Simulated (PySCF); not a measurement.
## Nuclear quadrupole coupling in `C#C[SiH2][Si@H]1C[C@H](O[SiH3])C1`

Species: C5H12OSi3.
Numbering: `[CH:1]#[C:2][SiH2:3][Si@H:4]1[CH2:5][C@H:6]([O:7][SiH3:8])[CH2:9]1` (hydrogens: H10 on C1; H11, H12 on Si3; H13 on Si4; H14, H15 on C5; H16 on C6; H17, H18, H19 on Si8; H20, H21 on C9)

Cartesian coordinates in Å at the GFN2-xTB level; atoms count from 1:
```
atom  x, y, z in Å
C1    -2.747    1.599   -1.535
C2    -2.789    0.468   -1.127
Si3   -2.779   -1.267   -0.479
Si4   -0.726   -1.694    0.502
C5     0.802   -1.250   -0.566
C6     0.940    0.086    0.181
O7     2.268    0.406    0.461
Si8    2.901    1.679    1.226
C9     0.070   -0.209    1.415
H10   -2.720    2.588   -1.894
H11   -3.908   -1.361    0.459
H12   -3.086   -2.133   -1.627
H13   -0.588   -2.970    1.227
H14    1.674   -1.870   -0.364
H15    0.711   -1.144   -1.644
H16    0.490    0.898   -0.405
H17    2.552    2.936    0.554
H18    4.312    1.344    1.127
H19    2.441    1.783    2.616
H20   -0.537    0.633    1.740
H21    0.709   -0.504    2.246
```

Field gradients from the PBE0/pcSseg-1 density (PySCF, non-relativistic), principal values in atomic units, ordered |Vxx| ≤ |Vyy| ≤ |Vzz|:

| atom | Vxx | Vyy | Vzz |
| --- | --- | --- | --- |
| O7 | -0.5239 | -1.1357 | 1.6596 |

Find the asymmetry η = (Vxx − Vyy)/Vzz and the couplings χ = eQV/h (234.96 MHz × Q in barn × V in au), with Q(17O) = −0.0256 b.

```csv
atom,environment,nucleus,η,χzz (MHz),χxx (MHz),χyy (MHz)
O7,silyl ether oxygen,17O,0.37,-9.98,3.15,6.83
```

The tensor is traceless: Vxx + Vyy + Vzz = 0.

What is Vzz at O7 in SI units (1 au = 9.71736 × 10²¹ V/m²)?

1.6596 au = 16.127 × 10²¹ V/m².

Were the hydrogens deuterons (Q(2H) = 0.00286 b), χzz would run from 105 kHz (H19, H13 and H17) to 259 kHz (H10).

Isolated species at its GFN2-xTB geometry (one conformer only). GFN2-xTB bond lengths can be off by several hundredths of an ångström, more for odd bonds, and the gradients follow them. The small basis limits the accuracy of the gradients.
